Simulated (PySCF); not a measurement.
Computed properties of Si(GeH3)(H)2(OH) (GeH6OSi), SMILES O[SiH2][GeH3]

Si(GeH3)(H)2(OH) (GeH₆OSi), SMILES O[SiH2][GeH3]. The structure is a stationary point at ωB97X-D3(BJ)/def2-SVP. One conformer was computed; it need not be the lowest. All values are computed for the isolated molecule unless a solvent is named; none is compared with measurement here.

**Structure.** All 21 harmonic modes at ωB97X-D3(BJ)/def2-SVP (PySCF) are real, so it is a minimum. With heavy atoms numbered as in [SiH2:1]([OH:2])[GeH3:3], the shortest bond between them is Si1–O2 at 1.674 Å and the longest Si1–Ge3 at 2.370 Å.

**Vibrations.** The strongest infrared lines (harmonic, unscaled, degenerate partners summed) lie at 807 cm⁻¹ (414 km/mol, H 88 %), 2225 cm⁻¹ (164 km/mol, H 97 %), 924 cm⁻¹ (162 km/mol, H 80 %, Si 14 %). The softest mode is at 96 cm⁻¹ and the zero-point energy is 34.6 kcal/mol.

**Electronic structure.** r2SCAN/def2-TZVPD (PySCF) places the frontier levels at -6.94 and -0.97 eV, a gap of 5.97 eV, and gives a dipole moment of 1.04 D and a mean polarisability of 68.2 bohr³. PBE/def2-TZVPD (PySCF) at the same geometry gives -6.67 and -1.39 eV, so its gap is 0.69 eV narrower. An orbital gap is neither the optical nor the fundamental gap.

**Excitations.** TDA-M06-2X/def2-SVPD (PySCF) has S1 at 6.17 eV (201 nm, f = 0.013, weak); the most intense of the 10 singlets computed lies at 7.66 eV (f = 0.45). T1 (TDA) is at 5.68 eV, 0.49 eV under S1. TDA-PBE/def2-SVPD (PySCF) puts S1 at 5.60 eV. No vertical singlet excitation falls in the visible range (under 3.1 eV).

**NMR.** GIAO shifts at KT2/pcSseg-1 (PySCF) (non-relativistic, atoms alike by connectivity averaged): ¹H from 0.0 to 6.0 ppm against TMS; ²⁹Si at -11.1 ppm against TMS.
